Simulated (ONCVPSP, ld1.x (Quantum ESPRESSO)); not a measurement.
Potentials for N compared

Generated with ld1.x 7.5 (TM, RRKJ, ultrasoft, PAW), atompaw 4.2 or ONCVPSP 4.0.1. The cutoff is in Ry: for ld1.x and atompaw files where the sum of valence levels is converged to 10 mRy in a Bessel basis, for ONCV files where the hardest occupied wave has 1 mHa per electron of residual kinetic energy. The error is the largest all-electron minus pseudo excitation energy over each file’s own four to seven test configurations (ionisations up to +4, promotions, holes and added fractions of an electron), all of which were solved. The labels leave out finer settings (local radius, basis sizes, second energies), which also bear on the numbers. Spin-polarised tests are not counted. The rows are a selection from randomly drawn settings: files with unsolved tests, undetermined cutoffs or missed reference levels are left out.

| potential | cutoff (Ry) | largest error (meV) | bound ghosts |
| --- | --- | --- | --- |
| ONCV, LDA (Perdew-Zunger), scalar-relativistic, rc 0.74/1.76 (sp), local smoothed, core correction yes, reference 2s2 2p3, qcut 6.8/5.7, projectors 2/1 | 63 | +1611 | none |
| TM, LDA (PZ), scalar-relativistic, rc 0.65/1.65 (sp), local s, core correction no, reference 2s2 2p2.5 | 180 | +1525 | none |
| TM, PBE, scalar-relativistic, rc 0.80/1.15 (sp), local s, core correction yes, reference 2s2 2p3 | 80 | +362 | none |
| ONCV, PBEsol, scalar-relativistic, rc 1.00/1.85 (sp), local smoothed, core correction yes, reference 2s2 2p2.5, qcut 5.9/8.7, projectors 3/2 | 119 | +1401 | none |

(1) Fill in the row for N: ultrasoft, PBEsol, non-relativistic, rc 1.10/1.90 (sp), local smoothed, core correction yes, reference 2s2 2p2.

(2) Fill in the row for N: ONCV, LDA (Perdew-Zunger), non-relativistic, rc 0.65/1.90 (sp), local s, core correction yes, reference 2s2 2p3, qcut 10.4/7.8, projectors 0/3.

## Answers

(1) cutoff 18 Ry, largest error +829 meV, bound ghosts: none.

(2) cutoff 131 Ry, largest error +1260 meV, bound ghosts: none.
